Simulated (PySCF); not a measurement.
Telling isomers of C7H5F3O apart by NMR

- NMR shieldings at PBE0/pcSseg-1/GIAO
- structure optimised with GFN2-xTB
- run in PySCF
- fast rotation and ring inversion assumed for equivalent nuclei, single conformer, relativity neglected, gas phase

Referencing at the same level of theory: $^{1}$H (31.72 ppm), $^{13}$C (186.93 ppm) against TMS. Splittings of carbon signals by F and P are missing where no couplings were computed. Where no couplings were computed, multiplicities follow the n + 1 count of equivalent neighbours, and m marks all less simple cases (inequivalent or close neighbours, rings, F or P nearby). Shifts are as computed. Against solution values, carbons near 30 ppm lie about +3 ppm off and those near 130 ppm about +5 ppm. Of 1211 compounds with measured shifts, 218 miss one by over three times the rms of a fit or turn the order of signals round; such compounds aren't used in these exercises. OH and NH positions are gas-phase values without hydrogen bonding to other molecules.

(1) Tabulate the signals of `Oc1cccc(C(F)(F)F)c1`, `CC#C/C=C/C(=O)C(F)(F)F` and their relative energies.

(2) What is the quickest way to tell Oc1cccc(C(F)(F)F)c1 from CC#C/C=C/C(=O)C(F)(F)F?

Results:

(1) 
```tsv
SMILES	carbon types	δC	δH	E rel. (kcal/mol)
Oc1cccc(C(F)(F)F)c1	3×C 4×CH	163.7, 138.7, 136.3, 133.5, 123.3, 123.1, 115.7	7.74 (m, 1H), 7.52 (m, 1H), 7.36 (d, 1H), 7.08 (m, 1H), 4.62 (br s, 1H)	0.0
CC#C/C=C/C(=O)C(F)(F)F	4×C 2×CH 1×CH3	184.6, 142.9, 137.0, 127.1, 123.7, 87.0, 7.1	7.45 (d, 1H), 6.96 (m, 1H), 2.46 (s, 3H)	60.7
```

Energies are electronic energies at PBE0/pcSseg-1 on these geometries, without zero-point or thermal terms, each for the one conformer computed, which needn't be the lowest.

(2) Both give the same number of carbon signals, but DEPT or the intensities differ. The first has an aromatic CH at 115.7 ppm, the second a propargylic methyl carbon (CH3) at 7.1 ppm. Their most deshielded carbons lie at 163.7 and 184.6 ppm.
